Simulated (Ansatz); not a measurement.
Computed with Ansatz on PBE0-D4/def2-TZVP structures; ΔE is electronic, products minus reactants. CBS: MP2 limit from def2 TZ/QZ plus the TZ coupled-cluster correction, frozen cores. This one scheme is used for every species. Functionals use def2-TZVPP. B3LYP here is the variant with VWN-RPA as its local correlation; programs differ in this. HSE06 is defined as in plane-wave codes. Elements past krypton have def2 core potentials. For Te outer-core shells are correlated without core-valence functions, which leaves a few kJ/mol of doubt a bond. Each species was taken in one conformer, which may not be the lowest.

Reaction (cleavage of the B–Si bond): `CB[SiH2]N` + H₂Te → `CB[TeH]` + `N[SiH3]`

| level | ΔE (kcal/mol) | difference from CCSD(T)/CBS |
| --- | --- | --- |
| LDA (SPW92) | -23.6 | 1.5 |
| PBE-D4 | -23.3 | 1.8 |
| revPBE-D4 | -23.2 | 1.9 |
| BLYP-D4 | -23.2 | 1.9 |
| r2SCAN-D4 | -24.1 | 1.0 |
| PBE0-D4 | -23.3 | 1.8 |
| B3LYP-D4 | -23.2 | 1.9 |
| r2SCANh-D4 | -24.1 | 1.0 |
| r2SCAN0-D4 | -24.1 | 1.0 |
| HSE06-D4 | -23.4 | 1.7 |
| BHLYP-D4 | -23.4 | 1.7 |
| CAM-B3LYP-D4 | -22.5 | 2.6 |
| ωB97X-V | -22.4 | 2.7 |
| ωB97M-V | -23.3 | 1.8 |
| B2PLYP | -24.6 | 0.5 |
| PBE-QIDH | -25.0 | 0.1 |
| PBE | -23.3 | 1.8 |
| BLYP | -23.0 | 2.1 |
| r2SCAN | -24.2 | 0.9 |
| B3LYP | -23.1 | 2.0 |
| r2SCANh | -24.2 | 0.9 |
| r2SCAN0 | -24.2 | 0.9 |
| HSE06 | -23.4 | 1.7 |
| CAM-B3LYP | -22.5 | 2.6 |
| LC-ωPBE | -22.0 | 3.1 |
| RPA@PBE/def2-TZVPP | -24.7 | 0.4 |
| HF/def2-SVP | -22.8 | 2.3 |
| MP2/def2-SVP | -26.3 | -1.2 |
| CCSD/def2-SVP | -23.8 | 1.3 |
| CCSD(T)/def2-SVP | -24.5 | 0.6 |
| HF/def2-TZVPP | -22.7 | 2.4 |
| MP2/def2-TZVPP | -27.4 | -2.3 |
| SCS-MP2/def2-TZVPP | -26.0 | -0.9 |
| CCSD/def2-TZVPP | -23.7 | 1.4 |
| CCSD(T)/def2-TZVPP | -24.6 | 0.5 |
| HF/def2-QZVPP | -22.6 | 2.5 |
| MP2/def2-QZVPP | -27.7 | -2.6 |
| SCS-MP2/def2-QZVPP | -26.2 | -1.1 |
| HF/CBS(def2) | -22.6 | 2.5 |
| CCSD/CBS(def2) | -24.3 | 0.8 |
| CCSD(T)/CBS | -25.1 | 0 |

Largest T1 diagnostic among the species: 0.013.

Leaving LDA and LC-ωPBE aside and taking each functional with its dispersion term where it has one, the values, not all of them listed here, spread over 2.9 kcal/mol, from PBE-QIDH to B97M-V. In def2-TZVPP, CCSD(T) changes the Hartree–Fock value by −1.9 kcal/mol (the triples alone add −0.9 kcal/mol) and MP2 by −4.8 kcal/mol.
